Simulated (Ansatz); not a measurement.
A CCSD(T) single point on C$_{2}$H$_{6}$BF (`CB(C)F`).

```yaml
crystal:
  periodic: [false, false, false]
  atoms:
    - {symbol: C, position_ang: [-0.809486, 0.997031, -0.526944]}
    - {symbol: B, position_ang: [-0.100150, -0.388255, -0.387129]}
    - {symbol: C, position_ang: [0.889165, -0.777457, 0.758254]}
    - {symbol: F, position_ang: [-0.358484, -1.312326, -1.318910]}
    - {symbol: H, position_ang: [-0.212489, 1.819631, -0.126924]}
    - {symbol: H, position_ang: [-1.728115, 0.967020, 0.074406]}
    - {symbol: H, position_ang: [-1.106638, 1.223727, -1.552621]}
    - {symbol: H, position_ang: [1.900229, -0.487198, 0.442067]}
    - {symbol: H, position_ang: [0.914432, -1.851820, 0.951192]}
    - {symbol: H, position_ang: [0.694536, -0.241353, 1.689510]}
basis:
  gaussian: {orbitals: def2-TZVPP}
correlation: {method: ccsd_t}
output: {orbitals: {seedname: orbitals}}
```

```sh
$ ansatz run in.yaml --threads 4 --pin off --events-out ev --progress --plain --max-ram 10444MiB
```

Output of Ansatz, abridged:

```
Functional definition: HF
1229 factors; integrals over basis functions are off by at most 1.0e-3 eV
mean field evaluation 1: about -5534.7081 eV, gradient 3.8e1 eV
mean field evaluation 2: about -5534.7107 eV, gradient 3.8e1 eV
mean field evaluation 4: about -5537.9636 eV, gradient 3.5e0 eV
mean field evaluation 8: about -5538.0045 eV, gradient 2.4e-4 eV
mean field -5538.00447416 eV, -203.5179106310 hartree, gradient 1.4e-6 eV, S^2 0.000000; 0 other end points of the search recorded, 0 dependent functions left out
4 core orbitals not correlated: weight in the atoms' cores, before any rotation towards them, 1.000 or more for the frozen orbitals, at most 0.000 for the correlated occupied ones
reference -5538.00447416 eV, -203.5179106310 hartree; 12, 12 occupied and 192, 192 virtual orbitals, 1229 factors
second order -19.12734060 eV of doubles, -0.00000000 eV of singles
cycle   1  -19.60985319 eV  change   -4.8e-1 eV  update   8.6e-2
cycle   2  -20.00652339 eV  change   -4.0e-1 eV  update   2.4e-2
cycle   3  -20.09963423 eV  change   -9.3e-2 eV  update   1.3e-2
cycle   4  -20.09395716 eV  change    5.7e-3 eV  update   3.0e-3
cycle   5  -20.09245258 eV  change    1.5e-3 eV  update   1.3e-3
cycle   6  -20.09278113 eV  change   -3.3e-4 eV  update   3.8e-4
cycle   7  -20.09264965 eV  change    1.3e-4 eV  update   1.4e-4
cycle   8  -20.09262168 eV  change    2.8e-5 eV  update   4.1e-5
cycle   9  -20.09263980 eV  change   -1.8e-5 eV  update   1.4e-5
perturbative correction -0.67498106 eV, -0.0248050963 hartree
Total energy: -5558.77209501 eV, -204.2811066207 hartree
```

Run time 42 s (4 threads of an Arm Neoverse V2 on a shared host); peak host memory 3 GiB.

MP2 recovers 92.1 % of the CCSD(T) correlation energy and the triples give 3.3 %; T1 = 0.0113.
